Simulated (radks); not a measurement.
Ionisation of the magnesium ion Mg+, [Ne] 3s1, to [Ne] as the strength of local exchange is varied. Calculated with a radial shooting solver on a logarithmic mesh with Libxc functionals: scalar-relativistic Kohn-Sham, Slater X-alpha exchange (alpha = 2/3 is LDA exchange), no correlation, spin-polarised, spherical densities, finite nucleus; open shells are filled with parallel spins first; Fermi nuclear charge, rms radius 3.057 fm.

alpha  E(Mg+) (hartree)  exchange (hartree)  IE (eV)  -e of the level emptied (eV)  <r> of it (bohr)
0.558        -195.98864           -11.96504   13.915                   10.501 (3s)             2.876
0.667        -198.33772           -14.44377   14.719                   11.377 (3s)             2.794
0.739        -199.90208           -16.10637   15.262                   11.974 (3s)             2.743
0.85         -202.33355           -18.70889   16.118                   12.922 (3s)             2.668
0.915        -203.76849           -20.25503   16.630                   13.493 (3s)             2.626
0.993        -205.50125           -22.13197   17.254                   14.193 (3s)             2.578
1.005        -205.76887           -22.42281   17.351                   14.302 (3s)             2.571

NIST Atomic Spectra Database: 15.035 eV (measured). The Delta-SCF value meets it near alpha = 0.71.
